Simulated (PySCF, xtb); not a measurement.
F₂GaHSe, SMILES [F][Ga]([F])[SeH]. The values are those of a single conformer.

Harmonic wavenumbers (cm⁻¹) from GFN2-xTB (xtb 6.7.1) at its own minimum, in rising order: 87, 119, 124, 163, 253, 442, 459, 592, 1998.

Q: What does PySCF 2.14.0 with B3LYP-D3(BJ)/def2-SVP give at its own minimum? (An estimate is asked for; the answer gives what the named calculation found.)

A: 109, 162, 184, 235, 300, 648, 694, 736, 2407. Paired by order, the mean absolute difference is 138 cm⁻¹ and the zero-point energies are 6.1 and 7.8 kcal/mol.
